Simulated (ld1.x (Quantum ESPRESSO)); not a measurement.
## Varying the TM potential for Pb (Z = 82)

Base potential:

ld1.x (Quantum ESPRESSO) 7.5 input, shortened:

```
&input
   title='Pb', zed=82., rel=2, dft='PBESOL', iswitch=3,
   config='[Xe] 4f14 5d10 6s2 6p2', rel_dist='average'
 /
 &inputp
   pseudotype=2, tm=.true., lloc=2,
   nlcc=.false.
 /
3
6S  1  0   2.00   0.00  1.45  1.45  0.0
6P  2  1   2.00   0.00  2.80  2.80  0.0
5D  3  2  10.00   0.00  1.50  1.50  0.0
 &test
   configts(1)='5d10 6s2 6p2'
 /
```

Open shells are filled in proportion to 2j + 1 (rel_dist='average').

All-electron outer shells of the reference configuration (PBEsol, scalar-relativistic, ld1.x):

```json
{"shell": "4f", "level (eV)": "-132.94", "outermost node (bohr)": "–", "outermost maximum (bohr)": "0.35"}
{"shell": "5p", "level (eV)": "-85.81", "outermost node (bohr)": "0.49", "outermost maximum (bohr)": "0.88"}
{"shell": "5d", "level (eV)": "-21.16", "outermost node (bohr)": "0.52", "outermost maximum (bohr)": "1.07"}
{"shell": "6s", "level (eV)": "-12.10", "outermost node (bohr)": "1.01", "outermost maximum (bohr)": "1.95"}
{"shell": "6p", "level (eV)": "-3.52", "outermost node (bohr)": "1.18", "outermost maximum (bohr)": "2.63"}
```

Cutoffs, loose and tight: the cutoffs (Ry, on a coarse ladder) from which the occupation-weighted sum of valence levels, in a spherical-Bessel basis at the reference potential, stays within 10 and 1 mRy of its value at 400 Ry. They do not see the model core or the augmentation charge, which bear on the density cutoff. Test errors are all-electron minus pseudo excitation energies from the reference, over the configurations 5d10 6s2 6p1; 5d10 6s2 6p0; 5d10 6s1 6p0; 5d9 6s2 6p2; 5d10 6s0 6p0; 5d10 6s2 6p1.5; 5d9 6s2 6p3. A dash means not determined; rows that change the core or the reference have their own tests. The largest error is taken over the tests solved by every variant that gives reliable tests at all: 5d10 6s0 6p0; 5d10 6s1 6p0; 5d10 6s2 6p0.

A true bound ghost makes a file unfit for plane-wave use even where its test errors are small: the radial tests pick states by their node count and pass the ghost by. Where a test does run into it, the solver fails or the error is huge.

Cutoffs are not given where the Bessel-basis levels miss the radial ones by over 6 mRy, ghosts where they miss by over 20 mRy; a channel whose overlap is not positive is not tested.

| change | outcome | cutoff, loose | cutoff, tight | bound ghosts | largest test error (meV) |
| --- | --- | --- | --- | --- | --- |
| base | generated, misses its reference levels by 1.59 eV | 90 Ry | 180 Ry | s, p3/2, d3/2 (extra level of the local part), p1/2 | +176 |
| wave 5d (bound): rc 1.50 bohr becomes 5d (bound): rc 1.00 bohr | generated, misses its reference levels by 1.60 eV | 160 Ry | 300 Ry | s, p3/2, p1/2, d3/2 (extra level of the local part) | +174 |
| wave 5d (bound): rc 1.50 bohr becomes 5d (bound): rc 1.36 bohr | generated, misses its reference levels by 1.59 eV | 90 Ry | 180 Ry | s, p3/2, d3/2 (extra level of the local part), p1/2 | +177 |
| wave 5d (bound): rc 1.50 bohr becomes 5d (bound): rc 1.54 bohr | generated, misses its reference levels by 1.59 eV | 90 Ry | 180 Ry | s, p3/2, d3/2 (extra level of the local part), p1/2 | +175 |
| wave 5d (bound): rc 1.50 bohr becomes 5d (bound): rc 1.70 bohr | generated, misses its reference levels by 1.59 eV | 90 Ry | 180 Ry | s, p3/2, d3/2 (extra level of the local part), p1/2 | +174 |
| wave 5d (bound): rc 1.50 bohr becomes 5d (bound): rc 1.84 bohr | generated, misses its reference levels by 1.59 eV | 90 Ry | 180 Ry | s, p3/2, d3/2 (extra level of the local part), p1/2 | +176 |
| wave 5d (bound): rc 1.50 bohr becomes 5d (bound): rc 1.96 bohr | generated, misses its reference levels by 1.59 eV | 90 Ry | 180 Ry | s, p3/2, d3/2 (extra level of the local part), p1/2 | +177 |
| wave 5d (bound): rc 1.50 bohr becomes 5d (bound): rc 2.08 bohr | generated, misses its reference levels by 1.58 eV | 90 Ry | 180 Ry | s, d3/2 (extra level of the local part), p3/2, p1/2 | +177 |
| wave 5d (bound): rc 1.50 bohr becomes 5d (bound): rc 2.30 bohr | generated, misses its reference levels by 1.58 eV | 90 Ry | 180 Ry | s, d3/2 (extra level of the local part), p3/2 | +166 |

Question: What comes out with this change to the base: wave 5d (bound): rc 1.50 bohr becomes 5d (bound): rc 1.26 bohr?

Answer: outcome: generated, misses its reference levels by 6.32 eV; bound ghosts: not determined; largest test error (meV): +1649.

Question: What comes out with this change to the base: wave 5d (bound): rc 1.50 bohr becomes 5d (bound): rc 1.14 bohr?

Answer: outcome: generated, misses its reference levels by 1.59 eV; cutoff, loose: 100 Ry; cutoff, tight: 180 Ry; bound ghosts: s, p3/2, d3/2 (extra level of the local part), p1/2; largest test error (meV): +178.

Reading the sweep of the d radius (base included, trends over the rows without a ghost): Bound ghosts are found at 1, 1.14, 1.36, 1.5, 1.54, 1.7, 1.84, 1.96, 2.08, 2.3 bohr. Every judged row has one, so this setting neither creates nor removes them.
